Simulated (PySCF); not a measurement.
Br2ClIn. Atoms are numbered in the order given.

```xyz
4

In     0.0000     0.0000    -0.3324
Cl     0.0000     0.0000    -2.6755
Br     0.0000     2.1576     0.8825
Br     0.0000    -2.1576     0.8825
```
Charge 0, spin multiplicity 1.

The structure is a stationary point at B3LYP-D3(BJ)/def2-SVP. The structure was generated by enumeration; whether it is a known compound was not checked. The def2 effective core potentials stand for the cores of In; spin–orbit coupling is left out.

Level of theory: PySCF with PBE/def2-TZVP.

Symmetry labels are those of the subgroup C2v that the program uses (full group C2v).

Computed valence orbital energies around the gap with their symmetry:
| orbital | symmetry | energy (eV) |
|---|---|---|
| HOMO−7 | A1 | -9.22 |
| HOMO−6 | B2 | -9.10 |
| HOMO−5 | B1 | -8.30 |
| HOMO−4 | B2 | -7.92 |
| HOMO−3 | B1 | -7.84 |
| HOMO−2 | A2 | -7.68 |
| HOMO−1 | A1 | -7.67 |
| HOMO | B2 | -7.54 |
| LUMO | A1 | -4.08 |
| LUMO+1 | B1 | -2.69 |
| LUMO+2 | A1 | -0.21 |
| LUMO+3 | B2 | -0.16 |
